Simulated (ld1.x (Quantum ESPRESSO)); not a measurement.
## beryllium: excitation energies, all-electron against ultrasoft

beryllium (Be), ultrasoft, made with ld1.x (Quantum ESPRESSO) 7.5 (PBE, scalar-relativistic). Core none, reference 1s2 2s2 2p0. Waves: 1s (bound): rcut 0.65, rcutus 0.75 bohr; 2s (bound): rcut 0.65, rcutus 0.75 bohr; 2p (bound, empty): rcut 3.65, rcutus 4.35 bohr; 2p channel at 0.4 Ry: rcut 3.65, rcutus 4.35 bohr. Local part: all-electron potential smoothed inside 1.15 bohr (lloc = -1). Core correction: none. Augmentation charge: PSQ, radius 0.50 bohr.

Energies are relative to the spin-unpolarised reference configuration 1s2 2s2 2p0; without spin polarisation the order of configurations can differ from experiment.

Its overlap operator is not positive definite in a basis up to 400 Ry (lowest eigenvalue p -55.20), so the file is unfit for use: the generalised eigenproblem breaks down once the basis is large enough, and its test numbers describe a broken file.

| valence configuration | charge | ΔE all-electron (eV) | error AE − PS (meV) |
| --- | --- | --- | --- |
| 1s2 2s1 2p0 | +1 | 9.551 | +0.7 |
| 1s2 2s0 2p0 | +2 | 27.499 | +0.9 |
| 1s2 2s1.5 2p0 | +0.5 | 3.761 | +0.2 |
| 1s1 2s2 2p0 | +1 | 128.282 | +939 |
| 1s2 2s1 2p1 | 0 | 3.612 | +34 |
| 1s2 2s0 2p1 | +1 | 13.460 | -497 |
| 1s2 2s0 2p2 | 0 | 7.251 | +38 |

The ghost test of this file was not conclusive.
